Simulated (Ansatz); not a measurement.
HBN (SMILES B=[N]), doublet, geometry from GFN2-xTB. Base run: B3LYP/STO-3G in Ansatz (a program for electronic structure).

The Ansatz input:
Ansatz 0.2 input:
```yaml
crystal:
  periodic: [false, false, false]
  atoms:
    - {symbol: B, position_ang: [-0.00000000, -0.00000000, -0.57858715]}
    - {symbol: N, position_ang: [0.00000000, 0.00000000, 0.65947657]}
    - {symbol: H, position_ang: [-0.00000000, -0.00000000, -1.72340024]}
basis:
  gaussian:
    orbitals: STO-3G
hamiltonian:
  xc: b3lyp
magnetization: {spin_polarized: true, initial_magnetization: 1}
```

Variants of this job, named by their change:

```tsv
change	basis functions	E (Eh)
base	11	-79.03533
basis = 3-21G	20	-79.63829
basis = pcseg-0	20	-79.88336
basis = def2-SV(P)	30	-80.02223
basis = def2-SVP	33	-80.02503
basis = pc-1	33	-80.07805
basis = 6-31+G*	40	-80.09367
basis = 6-311++G**	51	-80.11377
basis = 6-311+G(2d,p)	60	-80.11575
basis = def2-TZVP	68	-80.12113
basis = pcseg-2	74	-80.12181
basis = pc-2	74	-80.12406
basis = cc-pVQZ	140	-80.12551
```

Totals compare only among sets that treat the same electrons; sets with core potentials leave the core out.
